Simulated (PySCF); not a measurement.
**Spectroscopy problems**

PySCF calculation with shieldings: GIAO PBE0/pcSseg-1, J couplings at B3LYP/pcJ-1 and GFN2-xTB geometry; no solvent, one averaged value for each set of equivalent atoms, no relativistic terms, one conformer.

δ = σ(ref) − σ, references computed at the same level: 1H, 13C vs TMS. Multiplet labels drop J under 1 Hz and among equivalent protons, and merge close values. Unscaled 3J(H,H) run several per cent high. Splittings of carbon signals by F and P are missing where no couplings were computed. Where no couplings were computed, multiplicities follow the n + 1 count of equivalent neighbours, and m marks all less simple cases (inequivalent or close neighbours, rings, F or P nearby). One-bond C–F couplings are unscaled and too large by tens of Hz. Shifts are as computed. Against solution values, carbons near 30 ppm lie about +3 ppm off and those near 130 ppm about +5 ppm. Of 1211 compounds with measured shifts, 218 miss one by over three times the rms of a fit or turn the order of signals round; such compounds aren't used in these exercises.

**Question.** CFN3O. 13C{1H} NMR (computed): δ 183.9 (d, J = 345.0 Hz). Identify the compound.

**Answer.** `Fc1nnon1`. Rings plus π bonds: 3 (1 ring in the answer). Carbon types of the structure: 1 × C. δC 183.9: aromatic carbon bearing fluorine; the electronegative substituent deshields the carbon that carries it.

This is the structure that produced the data.

**Question.** C6H5F3N2. 1H NMR (400 MHz, computed): δ 9.77 (d, 1H), 7.58 (m, 1H), 3.31 (s, 3H). 13C{1H} NMR (computed): δ 161.0 (C), 154.6 (CH), 133.5 (C), 131.6 (C), 125.3 (CH), 23.4 (CH3). What is it?

**Answer.** SMILES N1=NC=CC(C(F)(F)F)=C1C. Rings plus π bonds: 4 (1 ring in the answer). 6 carbon signals for 6 carbons: no two carbons are equivalent. Carbon types of the structure: 3 × C, 2 × CH, 1 × CH3, which accounts for all hydrogens. δC 154.6: aromatic CH next to a ring nitrogen; the adjacent pyridine-type nitrogen withdraws density from it. δC 133.5: CF3 carbon; 3 electronegative neighbours deshield it. δC 125.3: aromatic CH. δH 9.77: hydrogen on an aromatic CH next to a ring nitrogen; ring current plus the neighbouring ring nitrogen.

The shifts were computed for this structure.
